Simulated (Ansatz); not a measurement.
Reactions of GeH$_{6}$OSSi (`O[SiH2][S][GeH3]`).

Calculated with Ansatz (gas phase, PBE0-D4/def2-TZVP geometries, no zero-point term in ΔE). CCSD(T)/CBS is the MP2 limit (def2-TZVPP, def2-QZVPP) plus CCSD(T) − MP2 in def2-TZVPP, frozen cores. This one scheme is used for every species. No spin–orbit coupling; open shells (•) take unrestricted orbitals. For Ga, Ge, Se outer-core shells are correlated without core-valence functions, which leaves a few kJ/mol of doubt a bond. Scalar relativity is left out up to krypton. Each species was taken in one conformer, which may not be the lowest.

Task: Order these by ΔE at CCSD(T)/CBS, lowest first. (Best estimate.)
A. `O[SiH2][S][GeH3]` → `O[SiH]` + `[SH][GeH3]`
B. `O[SiH2][S][GeH3]` + `[CH3][GaH2]` → `[GaH2][CH2][GeH3]` + `O[SiH2]S`
C. `O[SiH2][S][GeH3]` → `[OH]`• + `[SiH2][S][GeH3]`•
D. `O[SiH2][S][GeH3]` + H₂Se → `O[SiH2][SeH]` + `[SH][GeH3]`
E. `O[SiH2][S][GeH3]` → `[GeH3]`• + `O[SiH2][S]`•

Result: D (+5.2 kJ/mol), B (+49.3 kJ/mol), A (+259.3 kJ/mol), E (+348.6 kJ/mol), C (+543.4 kJ/mol).

Largest T1 diagnostic: 0.016, for `O[SiH]`.
